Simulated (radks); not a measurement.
Q: These are the eigenvalues of the occupied orbitals of an atom or ion with whole-number occupations (hartree). All-electron calculation, non-relativistic Kohn-Sham, PBE, spin-polarised, spherical densities, point nucleus. Program: a radial shooting solver on a logarithmic mesh with Libxc functionals.

| orbital | eigenvalue |
|---|---|
| 1s | -2880.310 |
| 2s | -526.4346 |
| 2p | -508.4939 |
| 3s | -163.3726 |
| 3p | -155.0169 |
| 3d | -139.4836 |
| 4s | -69.53032 |
| 4p | -65.81498 |
| 4d | -59.09460 |

Which element is it, and in what charge state? The configuration may be excited. Open shells, if any, are filled with parallel spins first.

A: Z = 81, thallium, charge +35: Tl35+ in [Kr] 4d10. The list shows which subshells hold electrons but not how many an open one holds; the 1s level, -2880.3 hartree, gives Z - s = 75.9 by -(Z - s)^2/2, which with screening narrows Z to a few neighbours, and the depths of the outer levels then fix element, charge and occupations together.
